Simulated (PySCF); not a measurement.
Electron correlation in Sn (tin, neutral)

[Kr] 4d10 5s2 5p2, high-spin 3P determinant. All numbers are calculated (PySCF 2.14, a scalar-relativistic core potential, in def2-TZVPPD with the def2 core potential (28 electrons) (7s5p4d2f, 56 functions)). Frozen: 4s2 4p6 4d10; 4 electrons correlated.

| level | correlation energy (mhartree) |
| --- | --- |
| CCSD | -56.06 |
| (T) | -1.56 |
| CCSD(T) | -57.62 |

Diagnostics: T1 = 0.0093, D1 = 0.0250, largest double amplitude 0.082.

Task: Is a single reference adequate?

Result: Mostly. T1 lies below 0.03, but a double amplitude of this size points to a near-degeneracy that CCSD handles and MP2 describes poorly.
